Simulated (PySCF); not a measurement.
System: sum formula SiN3H6, net charge 0, doublet state. It need not be the lowest isomer of its formula. 
Geometry from a B3LYP-D3(BJ)/def2-TZVP (Ansatz) optimisation:
```xyz
10

Si    -0.0661     0.0566     0.4035
N     -0.6955     1.3745    -0.5274
N     -0.8267    -1.3935    -0.1604
N      1.6258    -0.0697     0.0553
H     -1.4991     1.8932    -0.2092
H     -0.0388     1.9696    -1.0109
H     -0.9489    -2.1839     0.4531
H     -1.5973    -1.3042    -0.8066
H      2.3062     0.4122     0.6217
H      1.9778    -0.9583    -0.2699
```
Charge 0, spin multiplicity 2.

Dispersion corrections to the total energy (kcal/mol) from the dftd3 and dftd4 libraries through PySCF: D3(BJ) without and D4 with the three-body term, each with the damping fitted for the functional named.

```tsv
functional	D3(BJ)	D4
BLYP	?	-9.97
revPBE	-11.53	-14.19
LC-wPBE	-4.31	-4.97
PW6B95	-2.32	?
TPSS	-5.75	?
BP86	-7.32	-5.90
TPSSh	-5.28	-5.46
```

What belongs in the gaps?


- BLYP, D3(BJ): -9.82
- PW6B95, D4: -4.04
- TPSS, D4: -6.03
